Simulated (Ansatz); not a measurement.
Geometry optimisation, DFT PBE, scalar-relativistic, plane waves, PAW (Ansatz 0.2.0).

Input:

```yaml
crystal:
  lattice:
    - [6.32, 0.0, 0.0]
    - [0.0, 6.32, 0.0]
    - [0.0, 0.0, 6.32]
  atoms:
    - { symbol: W, position: [0.0003814, -0.0042407, 0.0057407] }
    - { symbol: W, position: [0.5083702, -0.0114721, 0.0031257] }
    - { symbol: W, position: [-0.0005889, 0.500343, 0.0015885] }
    - { symbol: W, position: [-0.0008393, 0.001216, 0.4952739] }
    - { symbol: Ti, position: [0.2538649, 0.2547932, 0.2525235] }
    - { symbol: W, position: [0.5057341, 0.4971786, 0.0038965] }
    - { symbol: W, position: [0.5058411, -0.0027466, 0.5009936] }
    - { symbol: W, position: [0.7479355, 0.2473596, 0.258971] }
    - { symbol: W, position: [0.250393, 0.7472058, 0.2500007] }
    - { symbol: W, position: [0.2512924, 0.2644598, 0.756335] }
    - { symbol: W, position: [0.4980451, 0.5017921, 0.5011783] }
    - { symbol: W, position: [0.7486088, 0.7497339, 0.2492391] }
    - { symbol: W, position: [0.752477, 0.2560147, 0.7452177] }
    - { symbol: W, position: [0.2472083, 0.7481767, 0.7542735] }
    - { symbol: W, position: [0.7453687, 0.7463798, 0.7535195] }
basis:
  ecutwfc: 420.0
kpoints:
  mp_grid: { grid: [3, 3, 3] }
hamiltonian:
  xc: pbe
  pseudopotentials: { kind: paw, azcp: { folder: soft_1 } }
scf:
  occupations: { method: gaussian, width: 0.05 }
  lower_state_search: "off"
relax:
  f_tol: 0.03
  max_steps: 60
  adjacent_minimum: "off"
```

Launched with:

```bash
$ ansatz run input.yaml --threads 4 --pin off --max-ram 10240MiB --backend cpu --events-out ev --progress --plain --runs-dir out
```

Task: Where does it end, and by what steps?

Result: The forces met the threshold. Limits of this set-up: coarse k mesh, a small cell, in which the defect meets its images. After 4 steps the energy has fallen by 0.363 eV; W10 moved furthest, 0.10 Å.

```
step  energy less start (eV)  largest force component (eV/Å)  accepted
   0                  0.0000                           1.186       yes
   1                  0.6444                           3.040        no
   2                 -0.3586                           0.142       yes
   3                 -0.3626                           0.035       yes
   4                 -0.3629                           0.006       yes
```

```xyz
15
Lattice="6.3200 0.0000 0.0000 0.0000 6.3200 0.0000 0.0000 0.0000 6.3200" Properties=species:S:1:pos:R:3
W 0.010 0.002 0.017
W 3.178 -0.014 0.001
W -0.005 3.169 -0.006
W -0.005 -0.022 3.184
Ti 1.539 1.626 1.641
W 3.163 3.155 0.017
W 3.163 0.002 3.170
W 4.758 1.585 1.600
W 1.579 4.726 1.600
W 1.579 1.585 4.741
W 3.186 3.169 3.184
W 4.776 4.709 1.620
W 4.776 1.605 4.724
W 1.559 4.709 4.724
W 4.753 4.731 4.746
```

Time of the run: 40 s on 4 threads of Intel(R) Xeon(R) Platinum 8375C CPU @ 2.90GHz (Ice Lake), with other jobs on the host, peak memory 1.1 GiB.
